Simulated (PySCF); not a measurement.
C₅H₄F₂O, SMILES O=C1/C(=C/F)C[C@H]1F.

Geometry: PBE0-D3(BJ)/def2-SVP. The structure was generated by enumeration; whether it is a known compound was not checked.

Vertical ionisation energy (IE) and electron affinity (EA) in eV. Rows of orbital energies are one-electron estimates. Where ΔSCF, EOM or ADC give a negative EA the extra electron is unbound and the value depends on the basis.

| level | IE | EA |
|---|---|---|
| −ε(HOMO), −ε(LUMO), CAM-B3LYP/def2-TZVP (PySCF) | ___ | ___ |
| −ε(HOMO), −ε(LUMO), PBE/def2-TZVP (PySCF) | 6.04 | 3.18 |

Problem. Complete the blanks. (Estimate from the structure and the level; the computed values follow.)

Solution. 
- −ε(HOMO), −ε(LUMO), CAM-B3LYP/def2-TZVP (PySCF), IE: 9.14
- −ε(HOMO), −ε(LUMO), CAM-B3LYP/def2-TZVP (PySCF), EA: 1.15
